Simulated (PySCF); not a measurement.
## [ReO3(H2O)2]+ at several levels of theory

Computed with PySCF 2.14.0 (density fitting, no spin-orbit coupling) at the geometry relaxed with PBE0:

```xyz
10
[ReO3(H2O)2]+ (singlet)
Re    0.0316    0.1601    0.0880
O     0.4629   -0.1581    1.6834
O     1.3756   -0.1065   -0.8887
O    -0.2854    1.8109    0.0063
O    -1.9607   -0.1316   -0.6060
H    -2.3626   -0.9986   -0.7842
H    -2.5752    0.5980   -0.8011
O    -0.3961   -2.1004   -0.1279
H    -0.3521   -2.6128    0.6975
H     0.1809   -2.5643   -0.7587
```

| level | basis | state | HOMO (eV) | gap (eV) | charge on Re1 (e) | dipole about the centre of mass (D) | largest force component (eV/Å) |
| --- | --- | --- | --- | --- | --- | --- | --- |
| PBE0 | Re def2-SVP with ECP60, O def2-SVP, H def2-SVP | singlet | -14.40 | 6.21 | 1.29 | 9.76 | 0.02 |
| PBE | the same | singlet | -12.72 | 3.87 | 1.09 | 9.53 | 1.58 |
| TPSS | the same | singlet | -12.83 | 4.02 | 1.21 | 9.62 | 1.61 |
| r2SCAN | the same | singlet | -13.17 | 4.28 | 1.29 | 9.68 | 0.86 |
| PBE0 | Re def2-TZVP with ECP60, O def2-TZVP, H def2-TZVP | singlet | -14.31 | 6.18 | 1.57 | 9.59 | 0.24 |
| PBE0 | Re x2c-SVPall, O x2c-SVPall, H x2c-SVPall | singlet | -14.53 | 6.06 | 1.14 | 9.66 | 0.82 |

Charges are Mulliken's, which hang on the basis. The relaxation used the grid (50, 194), these runs (75, 302) or, all-electron (x2c bases, spin-free X2C Hamiltonian), (99, 590).

Q: What does revPBE with Re def2-SVP with ECP60, O def2-SVP, H def2-SVP give here?

A: state singlet, HOMO (eV) -12.66, gap (eV) 3.88, charge on Re1 (e) 1.13, dipole about the centre of mass (D) 9.48, largest force component (eV/Å) 1.78. Time: 9 s on 2 threads of Arm Neoverse V1 (shared host), from an already converged density.

In the first row's basis the gap widens with exact exchange: 3.9 to 4.3 eV for PBE, revPBE, TPSS, r2SCAN (none); 6.2 eV for PBE0 (a fixed share).
